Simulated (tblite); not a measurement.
C6H6ClSi (doublet state).
SMILES with atom numbers: `[SiH2:1][c:2]1[cH:3][cH:4][cH:5][cH:6][c:7]1[Cl:8]` (hydrogens: H9, H10 on Si1; H11 on C3; H12 on C4; H13 on C5; H14 on C6)

Computed with GFN2-xTB (tblite): harmonic, unscaled wavenumbers at the GFN2-xTB geometry, gas phase. The method is semi-empirical: single wavenumbers can be off by several per cent or more. Modes of hydrogen on silicon can be 10 to 20 % off. Open shells enter through the occupations alone, without spin polarisation, and single modes of such species can be off by tens of per cent.

Harmonic wavenumbers (cm⁻¹): 94.0, 112.1, 162.7, 203.4, 209.0, 292.5, 374.0, 387.7, 458.7, 467.1, 512.8, 633.6, 651.2, 726.9, 755.9, 760.7, 857.7, 893.6, 913.8, 1004.4, 1083.1, 1142.4, 1165.6, 1182.7, 1234.5, 1324.8, 1399.3, 1416.5, 1514.5, 1561.1, 2377.7, 2448.0, 3064.5, 3080.1, 3087.6, 3101.6.

A = 1981, B = 1406, C = 822.3 MHz; mass 140.993 u (most abundant isotopes); point group Cs, symmetry number 1; spin multiplicity 2.

Task: What is the zero-point energy?

Result: Half the sum of the wavenumbers: 20328 cm⁻¹ = 243.17 kJ/mol.

Task: Give the ideal-gas entropy at 400 K and 1 bar in the rigid-rotor, harmonic-oscillator model (classical rotation).

Result: Translation 176.68, rotation 126.38, vibration 126.35, spin (R ln 2) 5.76: S = 435.2 J/(mol K).

Task: And Cp and H(400 K) − H(0)?

Result: Cp = 172.66 J/(mol K), of which vibrations give 139.40 (their classical limit is 36 R = 299.3); H(400 K) − H(0) = 41.40 kJ/mol without the zero-point energy, 28.09 from vibrations.

Task: What must be added to the electronic energy to get the Gibbs energy at 400 K and 1 bar?

Result: ZPE + [H(400 K) − H(0)] − T·S = 243.17 + 41.40 − 174.07 = 110.50 kJ/mol.

Task: Which modes carry the vibrational entropy at 400 K?

Result: 94.0 cm⁻¹: 17.37; 112.1 cm⁻¹: 15.92; 162.7 cm⁻¹: 12.89; 203.4 cm⁻¹: 11.10; 209.0 cm⁻¹: 10.88; 292.5 cm⁻¹: 8.27 J/(mol K); the other 30 give 49.93 together.

Hindered rotation and anharmonicity are outside this model.
